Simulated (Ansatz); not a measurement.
System: sum formula AlOH, net charge 0, singlet state. 
Structure (B3LYP-D3(BJ)/def2-TZVP (Ansatz, a quantum-chemistry and plane-wave program) minimum search):
```xyz
3

Al     0.0000     0.0000    -0.7312
O      0.0000     0.0000     0.9503
H      0.0000     0.0000     1.9031
```
Charge 0, spin multiplicity 1.

Basis-set convergence of Hartree-Fock and CCSD(T) correlation energies (hartree) with Ansatz. Correlated levels leave the core frozen unless marked. No spin-orbit coupling. Non-relativistic.

```csv
basis,functions,E(HF),"E(corr, CCSD(T))"
def2-SVPD,55,-317.27433,-0.27266
def2-TZVPPD,105,-317.44883,-0.32639
def2-QZVPPD,175,-317.45880,-0.34731
```

Extrapolating the two largest sets (X = 3 and 4) as X^-3: E(corr) = (64·(-0.34731) - 27·(-0.32639))/37 = -0.3626 Eh, an estimate of the basis-set limit. The largest set recovers 95.8 % of it, the smallest 75.2 %.
